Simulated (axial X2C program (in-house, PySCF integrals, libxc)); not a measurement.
# GaBi: cheaper levels and CCSD(T), two-component

Calculated with an in-house all-electron X2C program for linear molecules (integrals from PySCF). Two-component (2c) means X2C with spin–orbit coupling and atomic mean-field two-electron Coulomb and Gaunt terms. Basis: Bi dyall-cv3z [12s14p10d6f1g], Ga dyall-cv3z [9s9p7d4f1g] (cores contracted in-house); Gaussian nuclei, density fitting, unrestricted open shells. Masses: Bi 208.980 u, Ga 68.926 u.

State: Ω = 1 (⟨Sz⟩ = 0.62, ⟨Lz⟩ = 0.38 at HF); fragments Bi + Ga.

| level | Re (Å) | ωe (cm⁻¹) | De (eV) |
| --- | --- | --- | --- |
| PBE0 | 2.717 | 154.4 | n/a |
| HF | 2.818 | 137.9 | n/a |
| MP2 | 2.760 | 155.3 | 1.23 |
| CCSD | 2.773 | 152.0 | 1.25 |
| TPSSh | 2.715 | 151.3 | n/a |

Correlated methods: 8 electrons correlated (number of frozen shells: Bi 5 s, 4 p, 3 d, 1 f; Ga 3 s, 2 p, 1 d), 310 virtual spin orbitals or spinors in MP2, 90 natural virtuals in coupled cluster.

CCSD(T), same Hamiltonian and basis:

Re = 2.767 Å, ωe = 153.6 cm⁻¹, De = 1.34 eV; T1 = 0.034 (Lee–Taylor normalisation).

Give the differences from CCSD(T) in the columns below.



```tsv
level	ΔRe (Å)	Δωe (cm⁻¹)	ΔDe (eV)
PBE0	-0.050	0.8	n/a
HF	0.051	-15.7	n/a
MP2	-0.007	1.7	-0.11
CCSD	0.006	-1.6	-0.09
TPSSh	-0.052	-2.3	n/a
```

The state is one determinant whose occupation by symmetry is held fixed; it was picked as the lowest of a PBE0 search that is not exhaustive. Dissociation energies refer to the lowest single-determinant-based atoms at the same level and basis. De is not given where an atomic determinant may have missed its ground term or J level, or where the truncated virtual space spoils (T). Density functionals use the spin component along the axis (collinear). Coupled cluster ran in a truncated set of natural virtual spinors; the MP2 energy of the rest was added. (T) has no such correction and the atoms are truncated less, which lowers De at CCSD(T) by a hundredth of an eV or more. Other states lie close and PBE0, whose exact exchange favours high spin, may order them wrongly; the determinant shown need not be the ground state. The nearest other 2c determinant of the search, Ω = 2, lies 0.05 eV up at the distance of the search. Without a current term, density functionals place determinants with orbital angular momentum somewhat too high. With several unpaired electrons one determinant need not be a pure state. Open-shell Ω = 0 determinants with evenly filled partner blocks cannot be reached by this program, so the Ω shown need not be the lowest component. This is the Ω = 1 component of a π² triplet; the 0⁺ component is not one determinant and can lie lowest. With the outer-core shells frozen, correlated bond lengths of heavy atoms tend to come out a few hundredths of an ångström too long.
